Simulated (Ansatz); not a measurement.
CH$_{7}$BGaNO (`C[BH][Ga]([NH2])[OH]`) at its PBE0-D4/def2-TZVP geometry, where that method's forces vanish. The species carries charge 0 and has multiplicity 1.

| atom | x (Å) | y (Å) | z (Å) |
| --- | --- | --- | --- |
| C1 | 2.0881 | -0.8786 | 0.1552 |
| B2 | 0.7420 | -0.5880 | 0.8681 |
| Ga3 | -0.9482 | 0.1157 | -0.1318 |
| N4 | -1.7228 | 1.7641 | -0.0124 |
| O5 | -1.7851 | -1.0009 | -1.2737 |
| H6 | 2.0398 | -1.0742 | -0.9168 |
| H7 | 2.7106 | -1.6290 | 0.6490 |
| H8 | 2.6350 | 0.0763 | 0.2691 |
| H9 | 0.6971 | -0.7210 | 2.0611 |
| H10 | -2.4946 | 2.0739 | -0.5785 |
| H11 | -1.3797 | 2.5027 | 0.5774 |
| H12 | -2.5824 | -0.6412 | -1.6667 |

Q: For each bond, give half the difference of the two atoms' forces along it (eV/Å; positive pushes the atoms apart) under PBE-D4, r2SCAN-D4, B3LYP-D4, ωB97M-V in def2-TZVPP. (Estimate.)

A: Computed: 
| bond | length (Å) | PBE-D4 | r2SCAN-D4 | B3LYP-D4 | ωB97M-V |
| --- | --- | --- | --- | --- | --- |
| C1–B2 | 1.551 | -0.07 | 0.03 | 0.07 | 0.13 |
| C1–H6 | 1.091 | 0.11 | -0.02 | -0.04 | -0.07 |
| C1–H7 | 1.093 | 0.14 | -0.01 | -0.03 | -0.08 |
| C1–H8 | 1.106 | 0.17 | 0.00 | -0.04 | -0.05 |
| B2–Ga3 | 2.086 | -0.24 | -0.09 | -0.09 | -0.07 |
| B2–H9 | 1.201 | 0.09 | -0.01 | -0.16 | -0.16 |
| Ga3–N4 | 1.825 | 0.04 | -0.01 | 0.15 | 0.05 |
| Ga3–O5 | 1.803 | 0.30 | 0.04 | 0.19 | 0.08 |
| N4–H10 | 1.006 | 0.20 | 0.03 | -0.04 | -0.03 |
| N4–H11 | 1.005 | 0.19 | 0.04 | -0.04 | -0.02 |
| O5–H12 | 0.959 | 0.40 | 0.06 | -0.02 | -0.07 |

B3LYP here is the variant with VWN-RPA as its local correlation; programs differ in this.
